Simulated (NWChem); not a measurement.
pyrazole (C3H4N2); SMILES c1cn[nH]c1

**Question.** Give the equilibrium geometry at B3LYP/6-31G* (spherical d) (NWChem) as a list of bonds and angles, with the point group.

**Answer.** point group Cs; any orientation.
Bonded distances (Å): C1–C2 1.414, C1–C5 1.382, C1–H6 1.080, C2–N3 1.333, C2–H7 1.082, N3–N4 1.350, N4–C5 1.359, N4–H8 1.009, C5–H9 1.081. Angles (°): C2–C1–C5 104.5, C2–C1–H6 128.3, C5–C1–H6 127.3, C1–C2–N3 112.1, C1–C2–H7 128.5, N3–C2–H7 119.4, C2–N3–N4 103.9, N3–N4–C5 113.4, N3–N4–H8 118.7, C5–N4–H8 127.9, C1–C5–N4 106.1, C1–C5–H9 132.0, N4–C5–H9 121.9.
